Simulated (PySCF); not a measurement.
Results of a calculation; reference values are marked as such.
For a regular octahedral d6 complex 10Dq is 3918 cm⁻¹, Racah B 1139 cm⁻¹ and C 4211 cm⁻¹.

Q: Which are the lowest 7 multiplets of ligand-field theory, and at what energies?

A: 
| state | E / cm⁻¹ | E/B | CASSCF root / cm⁻¹ |
| --- | --- | --- | --- |
| 5T2g | 0 | 0.0 | 0 |
| 5Eg | 3918 | 3.4 | 3904 |
| 3T1g | 19289 | 16.9 | 19309 |
| 3T2g | 21019 | 18.4 | 21005 |
| 3T1g | 22464 | 19.7 | 22455 |
| 3Eg | 24084 | 21.1 | 24065 |
| 3T1g | 25176 | 22.1 | 25169 |

Δ/B = 3.4 on the Tanabe–Sugano diagram. The parameters were fitted to the CASSCF roots of [FeCl6]4-, shown in the last column; over these levels the model misses the roots by 14 cm⁻¹ rms. CASSCF lacks dynamic correlation, so its B and C lie well above those fitted to measured bands.
